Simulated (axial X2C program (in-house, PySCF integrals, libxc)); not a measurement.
Ionising NbH

All values come from calculations with an in-house relativistic program for diatomic molecules, spin-free (one-electron X2C) or two-component (2c: spin–orbit coupling with atomic mean-field Coulomb and Gaunt terms, which also bring small scalar terms), in Dyall basis sets with cores contracted in-house; open shells are unrestricted.

Basis sets: H dyall-v3z, Nb dyall-cv3z. Frozen shells (counts by l): NbH Nb 3s2p1d, H none, 14 electrons correlated; NbH⁺ Nb 3s2p1d, H none, 13 electrons correlated. Coupled cluster in natural virtuals with an MP2 remainder. Where the outer core of a metal is frozen, bonds come out longer and ionisation energies lower.

| Hamiltonian | level | NbH state | Re (Å) | ωe (cm⁻¹) | De (eV) |
| --- | --- | --- | --- | --- | --- |
| spin-free | HF | M_S = 2, Λ = 2 | 1.828 | 1627.5 | 1.73 |
| spin-free | PBE0 | M_S = 2, Λ = 2 | 1.764 | 1714.0 | 2.52 |
| spin-free | MP2 | M_S = 2, Λ = 2 | 1.744 | 1789.4 | 2.47 |
| spin-free | CCSD | M_S = 2, Λ = 2 | 1.774 | 1708.2 | 2.72 |
| spin-free | CCSD(T) | M_S = 2, Λ = 2 | 1.770 | 1712.2 | 2.75 |
| 2c | PBE0 | Ω = 1 | 1.783 | 1707.7 | n/a |

Adiabatic ionisation energy (minimum to minimum, no zero-point term) and constants of NbH⁺:

```csv
Hamiltonian,level,NbH⁺ state,IE (eV),Re (Å),ωe (cm⁻¹),De (eV),fragments
spin-free,HF,"M_S = 3/2, Λ = 2",6.33,1.770,1782.8,1.39,Nb+ + H
spin-free,PBE0,"M_S = 3/2, Λ = 2",7.16,1.719,1866.4,2.25,Nb+ + H
spin-free,MP2,"M_S = 3/2, Λ = 2",7.04,1.706,1920.7,2.23,Nb+ + H
spin-free,CCSD,"M_S = 3/2, Λ = 2",6.98,1.728,1858.1,2.45,Nb+ + H
spin-free,CCSD(T),"M_S = 3/2, Λ = 2",7.03,1.727,1856.0,2.50,Nb+ + H
2c,PBE0,Ω = 1/2,7.12,1.719,1865.3,n/a,Nb+ + H
```

Task: Add the zero-point terms to the ionisation energy at PBE0, 2c, and say whether the electron removed was bonding.

Result: IE0 = IE + (ωe⁺ − ωe)/2 = 7.12 + (0.010) = 7.13 eV. Re changes by -0.064 Å, but the two determinants differ by more than one electron in one block, so no single orbital tells the change.

Each entry is the lowest single determinant of a limited PBE0 search at one distance. De goes to single-determinant-based atoms at the same level (for ions the charge split of lowest energy) and is withheld (n/a) where an atom does not fit its ground term or J level. Main or longest-lived isotopes. One determinant is a doubtful description, or other states lie close, for NbH, NbH⁺; these need not be ground states, and all values refer to the states named. Some open-shell Ω = 0 determinants are out of reach, so the Ω given for NbH need not be the lowest component. With several unpaired electrons the Ω given is that of one determinant, not necessarily of the lowest component. The functionals have no current term, which raises determinants with orbital currents.
